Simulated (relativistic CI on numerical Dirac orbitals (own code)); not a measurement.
Pt⁺: resonant inelastic scattering at the N6,7 edge

Computed with this model: Dirac-Coulomb-Breit CI, KLI orbitals optimised for each configuration, a model potential for QED, valence Slater integrals scaled by 0.8, Kramers-Heisenberg scattering through one core-hole configuration in a parametric crystal field; configurations [Xe] 4f14 5d9 → [Xe] 4f13 5d10; 10 K; core-hole width 0.45 eV; summed over polarisations. Incident energies are the highest absorption maxima for each field (at most a few, so the weaker spin-orbit partner edge can be absent), on the computed scale of the free ion. Intensities are in per cent of the strongest line above 0.02 eV; levels within 1 cm⁻¹ are merged; final levels count from the ground level, the first row holds all elastic scattering, lines under 0.4 are left out and each table stops after 24 rows. The scale of the Slater integrals is a model choice and moves the terms in proportion.

Field parameters in Wybourne normalisation: D4h B²₀ = −7Ds, B⁴₀ = 21(Dq − Dt), B⁴₄ = 21√(5/14) Dq; Td as Oh with Dq negative (B⁴₀ = 21Dq, B⁴₄ = √(5/14) B⁴₀). The field is a parameter set, without covalency.

S is read from ⟨S²⟩ = S(S + 1).

D4h, 10Dq = 22650, Ds = 2650, Dt = 830 cm⁻¹:

```csv
Final level (eV),Degeneracy,Irrep,S,69.4 eV,72.7 eV
0.000,2,Γ7,0.50,231.0,50.2
1.752,2,Γ6,0.50,19.7,1.5
2.687,2,Γ7,0.50,100.0,16.6
3.467,2,Γ7,0.50,64.5,77.2
3.791,2,Γ6,0.50,3.3,21.7
```

D4h, 10Dq = 21450, Ds = 2420, Dt = 240 cm⁻¹:

```csv
Final level (eV),Degeneracy,Irrep,S,69.3 eV,72.6 eV
0.000,2,Γ7,0.50,230.2,47.2
1.316,2,Γ6,0.50,17.7,2.1
2.627,2,Γ7,0.50,100.0,26.4
3.517,2,Γ7,0.50,60.5,63.6
3.884,2,Γ6,0.50,4.3,20.0
```

Td, 10Dq = -10050 cm⁻¹:

| Final level (eV) | Degeneracy | Irrep | S | 68 eV |
| --- | --- | --- | --- | --- |
| 0.000 | 2 | Γ7 | 0.50 | 157.5 |
| 0.444 | 4 | Γ8 | 0.50 | 100.0 |
| 1.974 | 4 | Γ8 | 0.50 | 24.9 |

For the first field the strongest loss at the lowest incident energy is the level at 2.69 eV (S = 0.50, against 0.50 in the thermal ground state).
